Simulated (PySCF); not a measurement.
Mg(NH2)(OSiH3), SMILES [NH2][Mg][O][SiH3] (B3LYP/def2-SVP optimised geometry):

```
9

Mg    -1.716    -2.011    -2.712
N     -2.411    -2.934    -4.202
H     -2.868    -3.844    -4.190
H     -2.404    -2.617    -5.169
O     -1.050    -1.124    -1.288
Si    -0.449    -0.306     0.000
H      1.050    -0.306     0.000
H     -0.896    -0.915     1.294
H     -0.895     1.124     0.000
```

Calculation: B3LYP/def2-TZVP (PySCF 2.14.0).

Task: What are the frontier orbital energies and the dipole moment?

Result: HOMO-2 -7.75 eV, HOMO-1 -7.75 eV, HOMO -6.30 eV, LUMO -1.51 eV, LUMO+1 0.13 eV; dipole moment 2.16 D.

On the same geometry PBE/def2-TZVP (PySCF) gives HOMO-2 -6.53 eV, HOMO-1 -6.52 eV, HOMO -5.19 eV, LUMO -1.95 eV, LUMO+1 -0.28 eV; dipole moment 2.27 D.

Meta-Löwdin charges at B3LYP/def2-TZVP: Mg1 1.49, N2 -1.11, H3 0.21, H4 0.21, O5 -1.15, Si6 0.77, H7 -0.14, H8 -0.14, H9 -0.14.
